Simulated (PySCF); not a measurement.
C3H7NSi2. Atoms are numbered in the order given.

```xyz
13

C      0.8883    -1.7528    -1.6855
C      0.3444    -0.9132    -0.7801
N     -0.7820    -1.3632    -0.0611
C     -1.3340    -0.5998     0.8169
Si    -0.6650     1.1664     1.1916
Si     1.0000     0.8556    -0.4019
H      1.7627    -1.4710    -2.2789
H      0.4511    -2.7461    -1.8389
H     -2.2110    -1.0217     1.3383
H     -1.7034     2.2046     0.9118
H     -0.2387     1.2867     2.6194
H      0.9298     1.7444    -1.6001
H      2.4018     0.8330     0.1125
```

Geometry: r2SCAN-D4/def2-SVP. This is a generated structure with no PubChem entry under its InChIKey; it may be hypothetical.

Calculation: M06-2X/def2-TZVP run with PySCF.

Gas-phase values at a fixed geometry.

total energy: -752.16998 hartree
highest occupied level: -7.99 eV
lowest empty level: -0.69 eV
orbital gap: 7.30 eV
dipole moment: 1.24 D
quadrupole, principal values (traceless, Buckingham form, about the centre of nuclear charge): -3.99, -3.22, 7.21 D·Å
mean static polarisability: 99.9 bohr³ (14.80 Å³)
polarisability, principal values: 68.1, 96.1, 135.4 bohr³
